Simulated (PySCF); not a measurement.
Compound: CH7InN2.
SMILES with atom numbers: `[H]/[N:1]=[CH:2]\[InH2-:3][NH3+:4]` (hydrogens: H5 on N1; H6 on C2; H7, H8 on In3; H9, H10, H11 on N4)

A GFN2-xTB structure was refined with PySCF 2.14.0, PBE0-D3(BJ)/def2-SVP geometry optimisation, gas phase, def2 core potentials past Kr. Its GFN2-xTB values:

```
  coordinate  GFN2-xTB
       N1=C2   1.287 Å
       N1–H5   1.011 Å
      C2–In3   2.254 Å
       C2–H6   1.099 Å
      In3–N4   2.397 Å
      In3–H7   1.741 Å
       N4–H9   1.057 Å
   C2–In3–N4     99.5°
   C2–In3–H7    119.1°
   In3–C2–H6    116.9°
   In3–N4–H9    104.3°
  In3–N4–H10    116.4°
  In3–N4–H11    114.9°
   N4–In3–H8     93.3°
   H7–In3–H8    118.8°
N1–C2–In3–N4      -93°
```

Q: How do these coordinates change at the PBE0-D3(BJ)/def2-SVP level?

A: 
```
  coordinate  PBE0-D3(BJ)/def2-SVP (Å or °)  change
      C2–In3                          2.207  -0.047
       N4–H9                          1.020  -0.037
       N1–H5                          1.029  +0.018
       N1=C2                          1.275  -0.012
       C2–H6                          1.110  +0.011
      In3–H7                          1.748  +0.007
      In3–N4                          2.401  +0.004
   In3–N4–H9                          113.0    +8.7
   C2–In3–H7                          111.6    -7.5
  In3–N4–H10                          109.9    -6.5
   C2–In3–N4                           94.0    -5.5
   N4–In3–H8                           97.3    +4.0
   H7–In3–H8                          122.6    +3.8
  In3–N4–H11                          111.4    -3.5
   In3–C2–H6                          120.4    +3.5
N1–C2–In3–N4                            -92      +1
```

The energy falls by 0.096 eV over 9 energy and gradient evaluations, the largest force component goes from 0.0277 to 2.7e-04 Eh/bohr, and the atoms move by 0.181 Å rms after alignment. The bond that changes most is C2–In3 (ends: C=N carbon; indium bonded to C, N and 2 H), which shortens by 0.047 Å. Bonds longer at the end by more than 0.005 Å: 5 of 10; shorter: 3. Rotational constants go from 5374, 2306, 1773 to 5026, 2541, 1869 MHz.

The run used 103 basis functions and 61 SCF cycles in all. Time: 31 s wall; peak memory 0.42 GiB. Hardware: one thread of an Arm Neoverse V2, no GPU (shared host).

No PBE0-D3(BJ)/def2-SVP frequencies stand behind this structure, so it isn't proved a minimum. The numbers are those of one conformer.

The values belong to the conformer `[H]/[N:1]=[CH:2]\[InH2-:3][NH3+:4]`: N1–C2–In3–N4 -92°.
